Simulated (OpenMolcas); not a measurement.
Computed levels of 4s² 4p⁴ in ions with 34 electrons, in cm-1 above ³P₂.

- Program: OpenMolcas 26.06
- Method: SS-RASPT2, IPEA 0.25 Eh, imaginary shift 0.1 Eh
- Basis: ANO-RCC-VTZP
- Scalar Hamiltonian: DKH2, point nucleus
- Spin-orbit coupling: RASSI with atomic mean-field integrals over the reference wave functions, term energies averaged over their components

Active space for each ion: 6 electrons in 9 orbitals (RAS2 4s 4p; RAS3 4d, at most 2 electrons); closed shells correlated by CASPT2: 3d.

| Level | Se | Kr2+ |
| --- | --- | --- |
| ³P₁ | 1804 | 4050 |
| ³P₀ | 2370 | 4930 |
| ¹D₂ | 9980 | 15060 |
| ¹S₀ | 22930 | 33560 |

Question: Estimate ³P₀, ¹D₂, ¹S₀ for Br+ from its neighbours Se and Kr2+.

Answer: ³P₀ is fine structure, which grows about as the fourth power of a screened charge, so the fourth roots are averaged: ((2370^0.25 + 4930^0.25) / 2)^4 = 3476. The calculation gives 3580, so the estimate is off by -2.9 %; the measured value is 3837 (NIST Handbook of Basic Atomic Spectroscopic Data).
¹D₂ is another term, which grows about linearly with the charge: (9980 + 15060) / 2 = 12520. The calculation gives 12480, so the estimate is off by +0.3 %; the measured value is 12089 (NIST Handbook of Basic Atomic Spectroscopic Data).
¹S₀ is another term, which grows about linearly with the charge: (22930 + 33560) / 2 = 28245. The calculation gives 28370, so the estimate is off by -0.4 %; the measured value is 27867 (NIST Handbook of Basic Atomic Spectroscopic Data).

CASPT2 does not keep the components of a term degenerate, so their means are used; among the terms shown or strongly mixed into the levels shown the widest spread is 38 cm-1 (4s² 4p⁴ ¹D, Se). Over all roots computed the reference weight is 0.89 to 0.98 in Br+; the roots of lowest weight are the least certain, and an intruder state may touch them. Active for correlation alone: 4d; no level in the range computed is led by a configuration that fills it, so any true level of that kind is missing (holds for Se). The run also gave levels led by 4s² 4p³ 4d, which use shells meant for correlation; these and all levels above them are left out (holds for Br+; Kr2+). No level of 4s 4p⁵ was computed, though it lies in the active space (holds for Br+). Computed and measured levels are paired by configuration, term and J; levels that our copy of the source lacks, or whose pairing is in doubt (as where it misses far off the trend of its configuration), stay unpaired and out of the deviations. Only configurations of the active space appear.
